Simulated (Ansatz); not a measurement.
Reaction R1 + 2 R2 → P1 + P2, each structure at its B3LYP-D3(BJ)/def2-TZVP stationary point, reached from a drawn start (curvature not checked).
P1, H4O4Ti (SMILES [OH][Ti]([OH])([OH])[OH]) (charge 0, multiplicity 1):
```xyz
9

Ti     0.0575     0.1296     0.0277
O      1.1551     1.0631     1.1334
H      1.7723     0.7508     1.8001
O      1.0198    -1.0329    -0.9751
H      0.9148    -1.9815    -1.0854
O     -0.8155     1.3177    -1.0204
H     -0.9044     1.3766    -1.9751
O     -1.1246    -0.8493     0.9898
H     -2.0749    -0.7740     1.1050
```
R1, H2O2Ti (SMILES [OH][Ti][OH]) (charge 0, multiplicity 3):
```xyz
5

Ti     0.04125    -0.04827    -0.30791
O      1.74212    -0.43638     0.22648
H      2.56898    -0.60240     0.67418
O     -1.72276     0.41369    -0.37062
H     -2.62949     0.67346    -0.22203
```
P2: H2 (SMILES [H][H]), charge 0, multiplicity 1.
R2: H2O (SMILES O), charge 0, multiplicity 1.

P less R. No zero-point or thermal terms; singlets are restricted closed shells; open shells are unrestricted; no spin–orbit coupling. One arrangement of each flexible species, with no search for the lowest. The spin states of the d-block species are the ones drawn and need not be the lowest.

Cores are frozen in the correlated methods.

Codes used: Ansatz (a quantum-chemistry and plane-wave program) with Gaussian orbitals. Each number belongs to the level named beside it.

Total energies in hartree:

| structure | PBE/def2-TZVPP | PBE0/def2-TZVPP | CCSD(T)/def2-TZVPP |
|---|---|---|---|
| P1 | -1152.622881 | -1152.612853 | -1151.719781 |
| R1 | -1000.875475 | -1000.891467 | -1000.089752 |
| P2 | -1.166122 | -1.168485 | -1.172339 |
| R2 | -76.380147 | -76.380766 | -76.336963 |

Q: Work out the reaction energy at each level in kcal/mol (1 hartree = 627.50947 kcal/mol), and say how far PBE/def2-TZVPP lies from CCSD(T)/def2-TZVPP.

A: 
- PBE/def2-TZVPP: (-1152.622881) + (-1.166122) − (-1000.875475) − 2 × (-76.380147) = -0.153234 hartree = -96.16 kcal/mol
- PBE0/def2-TZVPP: (-1152.612853) + (-1.168485) − (-1000.891467) − 2 × (-76.380766) = -0.128339 hartree = -80.53 kcal/mol
- CCSD(T)/def2-TZVPP: (-1151.719781) + (-1.172339) − (-1000.089752) − 2 × (-76.336963) = -0.128442 hartree = -80.60 kcal/mol
PBE/def2-TZVPP less CCSD(T)/def2-TZVPP: -15.56 kcal/mol. CCSD(T)/def2-TZVPP is the level counted from, the highest shown, and no exact or measured value.
